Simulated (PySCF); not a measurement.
Computed shifts of a molecule C₂H₆O₂Si, PBE0/pcSseg-1 in PySCF, GIAO, gas phase, atoms alike by connectivity averaged where their shifts nearly agree, in ppm (number of nuclei): ¹³C: 188.4 (1), -6.5 (1). ²⁹Si: -53.2 (1). ¹H: 6.67 (1), 4.64 (2), 0.71 (3). References: ¹³C against TMS (σ = 186.3 ppm); ²⁹Si against TMS (σ = 352.7 ppm); ¹⁷O against H2O (σ = 334.2 ppm); ¹H against TMS (σ = 31.56 ppm), references at their B3LYP-D3(BJ)/def2-TZVP geometries, non-relativistic. The structure is a stationary point at B3LYP-D3(BJ)/def2-SVP. The values are those of a single conformer.

Pick the molecule that these values belong to.
A) COC(=O)[SiH3]
B) O[SiH]1COC1
C) C[Si@@H](O)C=O
D) C[SiH2]C(=O)O

D, C[SiH2]C(=O)O
